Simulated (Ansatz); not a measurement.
Program: Ansatz. Geometries: PBE0-D4/def2-TZVP. ΔE: electronic, gas phase. CCSD(T)/CBS is the MP2 limit (def2-TZVPP, def2-QZVPP) plus CCSD(T) − MP2 in def2-TZVPP, frozen cores. This one scheme is used for every species. DFT in def2-TZVPP. HSE06 is defined as in plane-wave codes. For Ge outer-core shells are correlated without core-valence functions, which leaves a few kJ/mol of doubt a bond. Scalar relativity is left out up to krypton. One conformer a species, not always the lowest.

Reaction (ligand exchange at a Ge–S bond): `[OH][GeH2][SH]` + `NCF` → `[OH][GeH2][NH]CF` + H₂S

```json
{"level": "revPBE-D4", "ΔE (kcal/mol)": "9.9", "difference from CCSD(T)/CBS": "2.0"}
{"level": "HSE06-D4", "ΔE (kcal/mol)": "10.4", "difference from CCSD(T)/CBS": "2.5"}
{"level": "PBE-QIDH", "ΔE (kcal/mol)": "9.5", "difference from CCSD(T)/CBS": "1.6"}
{"level": "BLYP", "ΔE (kcal/mol)": "10.2", "difference from CCSD(T)/CBS": "2.3"}
{"level": "PBE0", "ΔE (kcal/mol)": "10.9", "difference from CCSD(T)/CBS": "3.0"}
{"level": "BHLYP", "ΔE (kcal/mol)": "9.5", "difference from CCSD(T)/CBS": "1.6"}
{"level": "LC-ωPBE", "ΔE (kcal/mol)": "9.1", "difference from CCSD(T)/CBS": "1.2"}
{"level": "MP2/def2-TZVPP", "ΔE (kcal/mol)": "7.7", "difference from CCSD(T)/CBS": "-0.2"}
{"level": "MP2/def2-QZVPP", "ΔE (kcal/mol)": "8.1", "difference from CCSD(T)/CBS": "0.2"}
{"level": "MP2/CBS(def2)", "ΔE (kcal/mol)": "8.3", "difference from CCSD(T)/CBS": "0.4"}
{"level": "CCSD(T)/CBS", "ΔE (kcal/mol)": "7.9", "difference from CCSD(T)/CBS": "0"}
```

Largest T1 diagnostic among the species: 0.012.

Leaving LDA and LC-ωPBE aside and taking each functional with its dispersion term where it has one, the values, not all of them listed here, spread over 2.5 kcal/mol, from CAM-B3LYP-D4 to HSE06-D4. LDA lies −1.9 kcal/mol from PBE without D4. The D4 term adds −1.0 kcal/mol with B3LYP and −0.6 kcal/mol with PBE0; it sums over pairs of atoms, weighted by their polarisabilities, and B3LYP, whose exchange is more repulsive, gets the larger term.

B3LYP here is the variant with VWN-RPA as its local correlation; programs differ in this.
